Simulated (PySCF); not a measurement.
## Electron correlation in Lu³⁺ (lutetium, charge +3)

[Xe] 4f14, closed-shell 1S. Computed with PySCF 2.14 in cc-pVDZ-X2C, with scalar relativity by spin-free X2C-1e. Frozen: [Ar] 3d10; 40 electrons correlated.

| level | correlation energy (mhartree) |
| --- | --- |
| CCSD | -1095.5 |
| (T) | -24.82 |
| CCSD(T) | -1120.3 |

Diagnostics: T1 = 0.0074, D1 = 0.0175, largest double amplitude 0.024.

Cost of the coupled-cluster step: of the order of 20 core-seconds, for 40 correlated electrons.

Iterations:

```
CC2 = 0
CCSD nocc = 20, nmo = 70
frozen orbitals [0, 1, 2, 3, 4, 5, 6, 7, 8, 9, 10, 11, 12, 13]
max_cycle = 100
direct = 0
conv_tol = 1e-08
conv_tol_normt = 1e-06
diis_space = 8
diis_start_cycle = 0
Init t2, MP2 energy = -14558.1454302528  E_corr(MP2) -1.32613538431701
Init E_corr(CCSD) = -1.32613538431699
cycle = 1  E_corr(CCSD) = -1.00188375320478  dE = 0.324251631  norm(t1,t2) = 0.0873169
cycle = 2  E_corr(CCSD) = -1.13362809559599  dE = -0.131744342  norm(t1,t2) = 0.0502981
cycle = 3  E_corr(CCSD) = -1.10049511848881  dE = 0.0331329771  norm(t1,t2) = 0.037082
cycle = 4  E_corr(CCSD) = -1.09458042666562  dE = 0.00591469182  norm(t1,t2) = 0.00317195
cycle = 5  E_corr(CCSD) = -1.0952983268888  dE = -0.000717900223  norm(t1,t2) = 0.0010484
cycle = 6  E_corr(CCSD) = -1.09551533504842  dE = -0.00021700816  norm(t1,t2) = 9.7918e-05
cycle = 7  E_corr(CCSD) = -1.09549366385149  dE = 2.16711969e-05  norm(t1,t2) = 3.74772e-05
cycle = 8  E_corr(CCSD) = -1.09548641041407  dE = 7.25343742e-06  norm(t1,t2) = 1.48034e-05
cycle = 9  E_corr(CCSD) = -1.0954858157661  dE = 5.94647966e-07  norm(t1,t2) = 2.50024e-06
cycle = 10  E_corr(CCSD) = -1.09548615494332  dE = -3.39177215e-07  norm(t1,t2) = 2.96229e-07
cycle = 11  E_corr(CCSD) = -1.09548617853049  dE = -2.35871767e-08  norm(t1,t2) = 6.59077e-08
cycle = 12  E_corr(CCSD) = -1.09548619502099  dE = -1.64904916e-08  norm(t1,t2) = 2.64728e-08
cycle = 13  E_corr(CCSD) = -1.09548618812339  dE = 6.89759228e-09  norm(t1,t2) = 1.04304e-08
CCSD converged
E(CCSD) = -14557.91478105657  E_corr = -1.095486188123393
CCSD(T) correction = -0.0248208062733626
```

This basis was not built for core-valence correlation, so the inner-shell part is incomplete.
